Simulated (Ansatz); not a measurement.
Reaction (ligand exchange at the Si–C bond): `C[Si](N)([SiH3])Cl` + `O[SiH3]` → `N[Si]([SiH3])(Cl)O[SiH3]` + CH₄

Calculated with Ansatz (gas phase, PBE0-D4/def2-TZVP geometries, no zero-point term in ΔE). CBS: MP2 limit from def2 TZ/QZ plus the TZ coupled-cluster correction, frozen cores. This one scheme is used for every species. Functionals use def2-TZVPP. B3LYP here is the variant with VWN-RPA as its local correlation; programs differ in this. Each species was taken in one conformer, which may not be the lowest.

`C[Si](N)([SiH3])Cl`:

```xyz
13

C    -1.697   -0.679   -0.148
Si   -0.180    0.392   -0.214
N     0.567    0.190   -1.739
Si    1.412   -0.022    1.448
Cl   -0.830    2.351    0.132
H    -2.389   -0.407   -0.950
H    -1.428   -1.732   -0.262
H    -2.219   -0.550    0.802
H     1.457    0.623   -1.928
H     0.002    0.156   -2.574
H     0.872    0.340    2.786
H     1.806   -1.458    1.463
H     2.628    0.797    1.184
```

`O[SiH3]`:

Cartesian coordinates in Å:
```
O 1.202 -0.051 -0.442
Si -0.332 -0.152 0.152
H 1.519 0.810 -0.718
H -0.507 0.688 1.369
H -0.542 -1.578 0.491
H -1.340 0.284 -0.853
```

`N[Si]([SiH3])(Cl)O[SiH3]`:

Z-matrix (Å, degrees):
```
Si
Si 1 2.333
Cl 1 2.064 2 108.4
N 1 1.705 2 117.2 3 -117.5
O 1 1.628 2 106.6 3 118.8
H 2 1.487 1 109.6 3 57.1
H 2 1.486 1 111.1 3 -63.8
H 2 1.490 1 109.5 3 175.9
H 4 1.006 1 120.8 2 95.9
H 4 1.007 1 121.7 2 -57.0
Si 5 1.647 1 138.9 2 171.0
H 11 1.484 5 110.7 1 42.6
H 11 1.485 5 109.8 1 -78.3
H 11 1.482 5 107.5 1 162.7
```

CH₄:

Cartesian coordinates in Å:
```
C 0.000 0.000 0.000
H 0.726 0.552 0.596
H 0.202 0.160 -1.059
H -1.005 0.351 0.235
H 0.076 -1.063 0.228
```

```json
{"level": "PBE-D4", "ΔE (kJ/mol)": "-112.3", "difference from CCSD(T)/CBS": "11.8"}
{"level": "PBE0-D4", "ΔE (kJ/mol)": "-116.5", "difference from CCSD(T)/CBS": "7.6"}
{"level": "B3LYP-D4", "ΔE (kJ/mol)": "-129.2", "difference from CCSD(T)/CBS": "-5.1"}
{"level": "ωB97M-V", "ΔE (kJ/mol)": "-122.3", "difference from CCSD(T)/CBS": "1.8"}
{"level": "PBE", "ΔE (kJ/mol)": "-108.7", "difference from CCSD(T)/CBS": "15.4"}
{"level": "r2SCAN", "ΔE (kJ/mol)": "-123.0", "difference from CCSD(T)/CBS": "1.1"}
{"level": "B3LYP", "ΔE (kJ/mol)": "-123.5", "difference from CCSD(T)/CBS": "0.6"}
{"level": "MP2/def2-TZVPP", "ΔE (kJ/mol)": "-124.5", "difference from CCSD(T)/CBS": "-0.4"}
{"level": "SCS-MP2/def2-TZVPP", "ΔE (kJ/mol)": "-127.3", "difference from CCSD(T)/CBS": "-3.2"}
{"level": "CCSD/def2-TZVPP", "ΔE (kJ/mol)": "-125.7", "difference from CCSD(T)/CBS": "-1.6"}
{"level": "CCSD(T)/def2-TZVPP", "ΔE (kJ/mol)": "-124.2", "difference from CCSD(T)/CBS": "-0.1"}
{"level": "HF/def2-QZVPP", "ΔE (kJ/mol)": "-140.1", "difference from CCSD(T)/CBS": "-16.0"}
{"level": "SCS-MP2/def2-QZVPP", "ΔE (kJ/mol)": "-127.7", "difference from CCSD(T)/CBS": "-3.6"}
{"level": "HF/CBS(def2)", "ΔE (kJ/mol)": "-140.3", "difference from CCSD(T)/CBS": "-16.2"}
{"level": "MP2/CBS(def2)", "ΔE (kJ/mol)": "-124.4", "difference from CCSD(T)/CBS": "-0.3"}
{"level": "CCSD/CBS(def2)", "ΔE (kJ/mol)": "-125.5", "difference from CCSD(T)/CBS": "-1.4"}
{"level": "CCSD(T)/CBS", "ΔE (kJ/mol)": "-124.1", "difference from CCSD(T)/CBS": "0"}
```

Largest T1 diagnostic among the species: 0.012.

In def2-TZVPP, CCSD(T) changes the Hartree–Fock value by +14.2 kJ/mol (the triples alone add +1.5 kJ/mol) and MP2 by +13.9 kJ/mol. The D4 term adds −5.7 kJ/mol with B3LYP and −3.5 kJ/mol with PBE0; it sums over pairs of atoms, weighted by their polarisabilities, and B3LYP, whose exchange is more repulsive, gets the larger term. From PBE to PBE0 (25 % exact exchange), in def2-TZVPP and without D4, ΔE moves by −4.4 kJ/mol.

CCSD(T)/CBS has its own doubt, a few kJ/mol and more with outer-core shells, so smaller differences from it don't rank the levels.
